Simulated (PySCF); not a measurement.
# One molecule, several mistakes: BCClH5Si cation

All numbers below are calculated, not measured. They come from PySCF 2.14.0, an open-source quantum chemistry program, on an isolated molecule that a program drew, which may never have been made. The molecule is BCClH5Si cation (charge +1, singlet), drawn as the SMILES string `[SiH3]C[B+]Cl`.

Each row is a Hartree-Fock (HF) and frozen-core CCSD(T) single point in the cc-pV(D+d)Z basis, meant for a local HF minimum. Run 1 is clean. Each other run has one planted mistake out of seven kinds, and not every kind appears here: one electron removed, one electron added, multiplicity raised by two, geometry at a saddle point, minimal basis STO-3G, one bond length entered in bohr, all coordinates scaled. The reference is restricted for singlets and unrestricted otherwise, and also for a bond in bohr. Adding or removing an electron swaps singlet and doublet. Electrons count all cores. HOMO and LUMO are orbital energies over both spins, the gradient is its largest component, and the lowest frequency (negative if imaginary) is given only where the gradient is small. Bond lengths are over the 8 bonds as drawn. T1 is the CCSD diagnostic: over 0.02 (restricted) or 0.045 (unrestricted) a single reference is doubtful.

Geometry of the clean run:
```xyz
9
BCClH5Si cation, angstrom
Si    1.5203    0.8604    1.1355
C    -0.4193    0.9952    1.4545
B    -1.2756    0.6199    0.3172
Cl   -2.1881    0.1970   -0.9620
H     1.8204    1.7636    0.0142
H     2.1242    1.2842    2.4032
H     1.7894   -0.5462    0.8007
H    -0.6410    2.0352    1.7289
H    -0.6641    0.3441    2.3043
```

```
run,electrons,basis functions,<S^2>,HOMO (eV),LUMO (eV),gradient (hartree/bohr),lowest frequency (cm^-1),mean bond (Å),longest bond (Å),T1,HF (hartree),CCSD(T) (hartree),mistake
1,46,99,0.000,-17.70,-3.57,1.2e-05,98,1.4593,1.970,0.0143,-813.67199,-814.18400,no fault
2,46,99,0.000,-17.08,-4.04,6.0e-02,-,1.5848,2.140,0.0171,-813.61992,-814.14241,all coordinates scaled
3,46,99,2.017,-11.71,-8.61,7.8e-02,-,1.4593,1.970,0.0288,-813.46268,-813.95412,multiplicity raised by two
4,46,33,0.000,-16.64,-1.76,3.4e-02,-,1.4593,1.970,0.0148,-804.67437,-804.86753,?
5,46,99,0.714,-17.03,-5.28,1.9e-02,-,1.5814,2.075,0.0549,-813.54643,-814.05510,?
```

**Which mistake was planted in run 4, and what did it cost?**

It has 33 basis functions where the clean run has 99, with the same electrons and geometry. So the mistake is: minimal basis STO-3G. Subtracting run 1 and multiplying by 627.51 kcal/mol a hartree, the energy moved by 5646.1 kcal/mol in HF and 5846.2 kcal/mol in CCSD(T).

**Which mistake was planted in run 5, and what did it cost?**

The mean bond changes by a factor of 1.084 and the longest by 1.053, so the molecule wasn't scaled as a whole. A length L in bohr read as angstrom grows by (1/0.5292 - 1) L = 0.890 L. The 8 bonds together grew by 8 x 0.1221 = 0.977 Å, which gives L = 1.098 Å. That is the length of one of the C-H bonds, 1.098 Å in the clean geometry. So the mistake is: one bond length entered in bohr. Subtracting run 1 and multiplying by 627.51 kcal/mol a hartree, the energy moved by 78.8 kcal/mol in HF and 80.9 kcal/mol in CCSD(T).

Cautions from the logs. Run 5: T1 is over the limit, so its CCSD(T) energy is less reliable.
